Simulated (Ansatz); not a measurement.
Cartesian coordinates in Å:
```
Al 0.135 0.198 0.662
Se 0.644 -0.312 -1.537
H 1.346 0.627 1.579
H -1.365 0.100 1.149
H -0.759 -0.613 -1.852
```

Charge 0, multiplicity 1.

List the CAM-B3LYP/def2-TZVPP orbital energies in eV (Ansatz). (Estimate.)

Computed: Occupied: -12352.68, -1581.88, -1526.95, -1420.09, -1420.05, -1420.03, -214.47, -158.59, -158.45, -158.38, -114.97, -75.70, -75.54, -75.47, -59.39, -59.35, -59.29, -59.17, -59.17, -21.19, -13.44, -12.18, -10.24, -9.67, -8.68. Lowest empty: -0.57, 1.00, 1.21, 2.20, 2.96, 4.11, 4.55, 4.90.
